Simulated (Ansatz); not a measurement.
A nudged elastic band was laid between two geometries of C3H11ClSi2 (17 atoms, charge 0, multiplicity 1).

Method: RKS PBE0/STO-3G (Ansatz).

* movable images: 7
* climbing image: yes
* spring: 5.0 eV/Å²
* optimiser: quadratic models (default)
* start path: IDPP
* force threshold: 0.05 eV/Å
* iteration limit: 36
* end points: relaxed

Initial state:

```xyz
17
Properties=species:S:1:pos:R:3
C -2.155 -1.762 -0.829
Si -0.879 -0.933 0.254
C -0.130 0.537 -0.659
C 0.684 1.492 0.243
Si 2.289 0.794 0.965
Cl 1.127 3.014 -0.734
H -1.710 -2.122 -1.761
H -2.963 -1.073 -1.089
H -2.601 -2.622 -0.319
H 0.161 -1.875 0.596
H -1.491 -0.464 1.475
H -0.945 1.109 -1.121
H 0.506 0.180 -1.480
H 0.037 1.880 1.048
H 3.091 0.248 -0.102
H 1.957 -0.249 1.905
H 3.001 1.846 1.647
```

Final state:

```xyz
17
Properties=species:S:1:pos:R:3
C -2.074 -1.013 0.419
Si -0.424 -1.516 -0.298
C 0.395 -0.083 -1.210
C 0.483 1.233 -0.405
Si 1.606 1.208 1.118
Cl 1.095 2.585 -1.530
H -2.740 -0.615 -0.353
H -1.962 -0.246 1.191
H -2.574 -1.871 0.878
H -0.607 -2.588 -1.248
H 0.447 -1.981 0.756
H -0.172 0.112 -2.131
H 1.403 -0.385 -1.524
H -0.533 1.567 -0.131
H 2.903 0.699 0.746
H 1.014 0.348 2.115
H 1.721 2.545 1.647
```

Q: Which bonds break or form, and what moves?

A: No bond is made or broken. The dihedral H11–Si2–C3–H12 goes from -75 to 168°.

Q: What energy profile does the band end with?

A: The run converged. The highest image is number 4 of 0 to 8, 5.0 kJ/mol above the first end and 4.3 kJ/mol above the last; the last end lies 0.7 kJ/mol above the first. A vibrational analysis at the climbing image gives one clearly imaginary mode, 48i cm⁻¹: a first-order saddle point. Limits of this set-up: minimal basis.

```tsv
image	path coordinate (Å)	energy (kJ/mol)	dihedral H11–Si2–C3–H12 (°)
0	0.00	0.0	-75
1	0.81	0.6	-88
2	1.63	2.3	-103
3	2.44	4.2	-118
4	3.25	5.0	-134
5	4.21	4.1	-152
6	5.16	2.4	-168
7	6.11	1.2	179
8	7.06	0.7	168
```

Q: What is the geometry of the highest image?

A: 
```xyz
17
Properties=species:S:1:pos:R:3:forces:R:3
C -2.400 -1.373 -0.452 0.00 0.00 0.00
Si -0.603 -1.283 0.047 0.00 0.00 0.00
C 0.268 0.107 -0.895 0.00 0.00 0.00
C 0.610 1.339 -0.026 0.00 0.00 0.00
Si 2.074 1.131 1.156 0.00 0.00 0.00
Cl 1.013 2.779 -1.136 0.00 0.00 0.00
H -2.505 -1.573 -1.522 0.00 0.00 0.00
H -2.920 -0.434 -0.237 0.00 0.00 0.00
H -2.917 -2.171 0.089 0.00 0.00 0.00
H 0.053 -2.536 -0.247 0.00 0.00 0.00
H -0.509 -1.043 1.468 0.00 0.00 0.00
H -0.390 0.430 -1.712 0.00 0.00 0.00
H 1.185 -0.270 -1.367 0.00 0.00 0.00
H -0.289 1.678 0.517 0.00 0.00 0.00
H 3.250 0.807 0.387 0.00 0.00 0.00
H 1.791 0.056 2.077 0.00 0.00 0.00
H 2.271 2.356 1.890 0.00 0.00 0.00
```

Q: What are the harmonic wavenumbers there?

A: 48i, 72, 121, 137, 164, 210, 233, 288, 330, 561, 631, 711, 769, 779, 801, 849, 867, 910, 997, 1044, 1052, 1068, 1108, 1115, 1125, 1172, 1257, 1320, 1403, 1467, 1534, 1695, 1709, 1711, 2688, 2692, 2729, 2742, 2751, 3368, 3393, 3414, 3501, 3541, 3542 cm⁻¹.

The band took 13 iterations and about 5 core-minutes.

Run time: 5.3 min on 1 thread of Arm Neoverse V2, on a shared host, peak memory 0.15 GiB.
